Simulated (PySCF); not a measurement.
C3H9AlO2 (SMILES C[CH2][Al]([OH])[O]C), singlet, geometry from GFN2-xTB (such geometries of metal compounds can be far from the true shape), with bond 8-3 at 1.4 times its length.

The PySCF input:
```python
from pyscf import gto, scf, mcscf
import numpy

mol = gto.M(
    atom='''
Al   -0.172406    0.248664    0.164887
C     1.677419   -0.406035   -0.284706
C     2.801955    0.460600    0.275200
H     1.771589   -0.475693   -1.371832
H     1.785223   -1.431173    0.080121
H     2.747598    0.511491    1.360103
H     2.735290    1.476036   -0.108213
H     4.166854   -0.107429   -0.109375
O    -0.338900    1.613706    1.067619
H    -0.461850    2.395401    1.584914
O    -1.411570   -0.671219   -0.429634
C    -2.459936   -1.444617   -0.925672
H    -2.296227   -2.497746   -0.681237
H    -3.409656   -1.125099   -0.488329
H    -2.520437   -1.340310   -2.012367
''',
    basis='sto-3g',
    charge=0,
    spin=0,
    verbose=4,
)

mf = scf.RHF(mol)
mf.kernel()
mc = mcscf.CASSCF(mf, 2, 2)
mc.fix_spin_(ss=0.0)
mc = mc.state_average_([0.5, 0.5])
mc.kernel()
```

Problem. What is the computed SCF-reference HOMO-LUMO gap (SA2-CASSCF(2,2)/STO-3G (PySCF))?

Solution. 17.21 eV

Problem. What is the computed SCF-reference dipole moment (SA2-CASSCF(2,2)/STO-3G)?

Solution. 1.55 D

Problem. Give the nuclear repulsion energy at the level SA2-CASSCF(2,2)/STO-3G.

Solution. 288.6652 Eh

Problem. Predict the SCF-reference HOMO energy from SA2-CASSCF(2,2)/STO-3G.

Solution. -7.29 eV

Problem. Predict the SCF-reference Mulliken (on the basis functions themselves) charges in atom order from SA2-CASSCF(2,2)/STO-3G.

Solution. Al1 1.23, C2 -0.33, C3 -0.11, H4 0.02, H5 0.02, H6 0.04, H7 0.04, H8 -0.03, O9 -0.63, H10 0.19, O11 -0.56, C12 -0.03, H13 0.05, H14 0.04, H15 0.05
